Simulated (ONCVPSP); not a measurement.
## H (Z = 1): one change to an ONCV potential, before and after

```
Element                 : H (Z = 1)
Generator               : ONCVPSP 4.0.1
Type                    : optimised norm-conserving Vanderbilt (ONCV)
Functional              : PBE
Relativity              : scalar-relativistic
Frozen core             : none
Valence charge          : 1
Reference configuration : 1s1
Partial waves           : 1s: rc 0.95 bohr, ncon 4, nbas 8, qcut 6.8 1/bohr, 2 projectors, debl 0.9 Ha; p scattering state at 0.15 Ha: rc 1.00 bohr, ncon 4, nbas 8, qcut 6.7 1/bohr, 3 projectors, debl 2.5 Ha
Local potential         : polynomial inside 0.65 bohr (lpopt 5, dvloc0 4 Ha)
Core correction         : none
```

All-electron outer shells of the reference configuration (PBE, scalar-relativistic, ld1.x):

```
shell  level (eV)  outermost node (bohr)  outermost maximum (bohr)
   1s       -6.49                      –                      1.03
```

Change: s: ncon 5, nbas 9.

Cutoffs: the cutoffs (Ha) at which the residual kinetic energy of the hardest occupied pseudo-wave falls to 1 and 0.1 mHa per electron; they do not see the model core or the augmentation charge, which bear on the density cutoff. Errors are all-electron minus pseudo energies relative to the spin-unpolarised reference configuration.

Problem. How do hardness, ghosts and transferability respond?

Solution. The potential gets harder (18 Ha and 46 Ha → 20 Ha and 66 Ha); neither file shows a bound ghost.

```tsv
quantity	base	changed
cutoff, loose	18 Ha	20 Ha
cutoff, tight	46 Ha	66 Ha
bound ghosts	none	none
GHOST(+) flags under 300 eV	none	none
error for 1s0.5, meV [ΔE 4.76 eV]	+0.9	+0.7
s: phases at 0.96 bohr within 0.05 rad from the reference energy up to (Ha; the scan ends near 5)	to the end of the scan	to the end of the scan
p: phases at 1.01 bohr within 0.05 rad from the reference energy up to (Ha; the scan ends near 5)	to the end of the scan	to the end of the scan
```
